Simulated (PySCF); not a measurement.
**Solvent effects on NMR parameters**

Bonds (- single, = double, # triple, : aromatic): N1#C2, C2-C3, C3=C4, C4-C5, C5-Si6, Si6-C7, C7-C8, C8-Si9, Si9-O10, O10-Si6. C3 carries H11; C4 carries H12; C5 carries H13, H14; Si6 carries H15; C7 carries H16, H17; C8 carries H18, H19; Si9 carries H20, H21. Stereochemistry as in N#C/C=C/C[Si@@H]1CC[SiH2]O1. H16, H18, H21 are cis to C5 on the ring; H13 is pro-R; H14 is pro-S; H17, H19, H20 are trans to C5 on the ring.

GIAO PBE0/pcSseg-1 in PySCF 2.14 on one PBE0-D3(BJ)/def2-SVP conformer, non-relativistic, equivalent nuclei averaged. Solvents enter as an IEF-PCM continuum (cyclohexane with ε = 2.0, dichloromethane with ε = 8.9) around the gas-phase geometry. Shifts are referred to TMS computed in the same medium.

In cyclohexane, δ in ppm: C4 163.2, C2 125.0, C3 106.7, C5 25.6, C8 8.5, C7 7.4, Si6 16.2, Si9 3.7, H12 6.89, H11 5.42, H20 5.08, H15 5.04, H21 4.93, H13 2.43. Dipole moment 5.64 D.

Task: How does each δ change in the more polar medium?

Result: 
```
atoms                                                   environment  Δδ, dichloromethane
   C4                                                     alkene CH                 +5.6
   C2                                                nitrile carbon                 +2.8
   C3                                                     alkene CH                 -2.2
   C5                                  allylic sp3 CH2 bonded to Si                 +1.2
   C8                                          sp3 CH2 bonded to Si                 +0.3
   C7                                          sp3 CH2 bonded to Si                 +0.4
  Si6             silicon bonded to 2 C, O, H, in a 5-membered ring                 +0.9
  Si9             silicon bonded to C, O, 2 H, in a 5-membered ring                 +0.3
  H12                                      hydrogen on an alkene CH                +0.28
  H11                                      hydrogen on an alkene CH                +0.05
  H20    hydrogen on a silicon bonded to C, O, in a 5-membered ring                -0.04
  H15  hydrogen on a silicon bonded to 2 C, O, in a 5-membered ring                -0.02
  H21    hydrogen on a silicon bonded to C, O, in a 5-membered ring                -0.07
  H13                   hydrogen on an allylic sp3 CH2 bonded to Si                +0.11
```

Changes are relative to cyclohexane. The dipole moment becomes 6.44 D in dichloromethane.

Task: Which nuclei move most (in ppm), and what does the model miss?

Result: C4 (alkene CH, +5.6 ppm) in dichloromethane. A continuum only polarises the solute; specific hydrogen bonds, the anisotropy of aromatic solvents and changes of geometry or conformer are outside it.
